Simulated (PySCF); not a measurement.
Below is a simulated gas-phase S 2p photoelectron spectrum of (MgS)2 ring (Mg2S2).

Every computed line was given a Gaussian of 0.8 eV full width at half maximum and an area set by the number of equivalent atoms (split 2:1 within a doublet); the highest printed point is 100. Level of theory: delta-SCF UKS SCAN, pcX-2 on the ionised atom, pcseg-1 elsewhere, spin-free X2C in PySCF 2.14.0.

(binding energy (eV), intensity): (165.4, 0), (165.5, 1), (165.6, 2), (165.7, 5), (165.8, 9), (165.9, 17), (166.0, 28), (166.1, 43), (166.2, 60), (166.3, 78), (166.4, 92), (166.5, 100), (166.6, 100), (166.7, 91), (166.8, 77), (166.9, 60), (167.0, 45), (167.1, 34), (167.2, 28), (167.3, 28), (167.4, 32), (167.5, 39), (167.6, 45), (167.7, 50), (167.8, 50), (167.9, 47), (168.0, 40), (168.1, 31), (168.2, 23), (168.3, 15), (168.4, 9), (168.5, 5), (168.6, 3), (168.7, 1), (168.8, 1), (168.9, 0)

**Question.** Count the maxima, the lines and the sites behind this envelope.

**Answer.** The curve has 2 maxima (at 166.5 and 167.8 eV). Under it lie 2 lines from 1 inequivalent sulfur site, drawn as a 2p3/2, 2p1/2 pair.

**Question.** Decompose the envelope and assign each component. Bonds: Mg1–S2, Mg1–S4, S2–Mg3, Mg3–S4.

**Answer.** 
```
position (eV)  relative area     line  atoms            environment
       166.54           1.33  S 2p3/2  S2/S4  sulfur bonded to 2 Mg
       167.77           0.67  S 2p1/2  S2/S4  sulfur bonded to 2 Mg
```

**Question.** What are the centre and the root-mean-square width of the whole band?

**Answer.** The area-weighted mean of the lines is 166.95 eV. Their own spread about it is 0.58 eV (rms) and each Gaussian has σ = 0.8/2.355 = 0.34 eV; the variances add, which gives 0.67 eV.

The curve has no shake-up lines and no vibrational structure. Atoms equivalent by their bonding share one computed value, that of the first of them. The 2p values aren't plain energy differences: one relaxed spin-free 2p hole is combined with a matrix within the shell (ground-state 2p orbital-energy differences and spin–orbit coupling). 2p3/2, the mean of its two sublevels, lies a third of the splitting below the shell's mean and 2p1/2 two thirds above it; the statistical areas are 2:1. 2p1/2 minus 2p3/2 (ligand field included): S 1.23 eV. Geometry: PBE0-D3(BJ)/def2-SVP; no solvent, vibrations or thermal averaging.
